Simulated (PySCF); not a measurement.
Compound: C6H9O2P.
Numbering: `[CH3:1][P:2]([CH3:3])(=[O:4])[c:5]1[cH:6][cH:7][o:8][cH:9]1`

Structure used (GFN2-xTB), in Å, numbered top down from 1:
```
atom  x, y, z in Å
C1    -1.6444    1.4591   -0.2069
P2    -1.0044   -0.0470    0.6206
C3    -1.6237   -1.4486   -0.3863
O4    -1.3538   -0.1364    2.0428
C5     0.7741   -0.0165    0.3349
C6     1.5281    0.0633   -0.8680
C7     2.8318    0.0551   -0.4879
O8     2.9380   -0.0235    0.8507
C9     1.6961   -0.0666    1.3415
H10   -1.2507    2.3243    0.3233
H11   -2.7291    1.4560   -0.1137
H12   -1.3585    1.5033   -1.2531
H13   -1.3520   -1.3508   -1.4324
H14   -2.7068   -1.4821   -0.2822
H15   -1.2045   -2.3664    0.0212
H16    1.1464    0.1180   -1.8670
H17    3.7428    0.0983   -1.0518
H18    1.5619   -0.1331    2.4027
```

Definitions: NICS(0) = −σiso at the ring centroid; NICS(1) = −σiso and NICS(1)zz = −σzz at ±1 Å along the ring normal z. Level: GIAO PBE0/pcSseg-1 (PySCF, non-relativistic, gas phase) on the GFN2-xTB geometry, one conformer.

Ring bond lengths (Å), with Mayer bond orders in brackets: C5–C6 1.422 (1.21), C6–C7 1.358 (1.62), C7–O8 1.345 (1.08), O8–C9 1.336 (1.09), C9–C5 1.366 (1.62).

Question: Give the NICS values of each ring in ppm.

Answer: 
```json
{"ring": "C5–C6–C7–O8–C9", "type": "5-membered ring with O; formal bonds all aromatic", "NICS(0)": "-12.1", "NICS(1), two faces": "-10.6 / -10.6", "NICS(1)zz, two faces": "-26.8 / -26.8", "rms pucker (Å)": "0.00", "centre to ring atoms, mean (Å)": "1.16"}
```

Question: What can be read from them?

Answer: 
- C5–C6–C7–O8–C9: mean NICS(1)zz -26.8 ppm, shielded. For a flat ring without four-coordinate atoms the NICS criterion counts such a value as aromatic.

Question: What does the geometric index give? HOMA = 1 − mean of α(R − Ropt)² over the ring bonds, with Krygowski's 1993 parameters (CC: Ropt 1.388 Å, α 257.7 Å⁻²; CO: Ropt 1.265 Å, α 157.38 Å⁻²).

Answer: 
- C5–C6–C7–O8–C9: HOMA 0.51; the largest term is that of C7–O8, α(R − Ropt)² = 1.01.

Question: What field does 1 T along the ring normal induce along that normal at the second NICS(1) probe listed for ring C5–C6–C7–O8–C9, 1 Å off the ring?

Answer: NICSzz × B0 = -26.8 ppm × 1 T = -27 μT, against the applied field.

Question: How shielded are the nuclei of the rings and their hydrogens (means over atoms taken as equivalent)?

Answer: 
| atoms | environment | σ isotropic (ppm) |
| --- | --- | --- |
| C5 | substituted aromatic carbon | 58.5 |
| C6 | aromatic CH carbon | 71.2 |
| C7 | aromatic CH next to a ring oxygen | 38.2 |
| O8 | furan-type oxygen | 25.4 |
| C9 | aromatic CH next to a ring oxygen | 31.3 |
| H16 | aromatic hydrogen | 25.33 |
| H17 | aromatic hydrogen | 24.15 |
| H18 | aromatic hydrogen | 23.74 |
